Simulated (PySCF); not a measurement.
Coordinates in bohr (charge 0 multiplicity 1):
```
Sn    0.0000    0.0000    0.1951
O     0.0000    0.0000    3.6163
F    -2.6897    0.0000   -2.1632
F     2.6897    0.0000   -2.1632
```

All numbers come from PBE0 in PySCF with Sn def2-TZVP with ECP28, O def2-TZVP, F def2-TZVP; scalar-relativistic core potentials, no spin–orbit coupling; density-fitted integrals.

This geometry of SnOF₂ is a stationary point at this level.

(1) What is the point group?

(2) Is it a minimum?

(3) What are the dipole moment and the gap between the highest occupied and lowest empty levels?

(4) Give the atomic charges and bond orders.

Results:

(1) C2v.

(2) Yes: all harmonic wavenumbers are real.

(3) 0.89 D and 5.23 eV.

(4) 
| atom | Mulliken | Löwdin | polar tensor | Mayer order to Sn1 |
| --- | --- | --- | --- | --- |
| Sn1 | 1.41 | 0.82 | 1.85 | – |
| O2 | -0.55 | -0.39 | -0.59 | 1.85 |
| F3,4 | -0.43 | -0.22 | -0.63 | 0.87 |

Other isomers or separated fragments may lie lower.
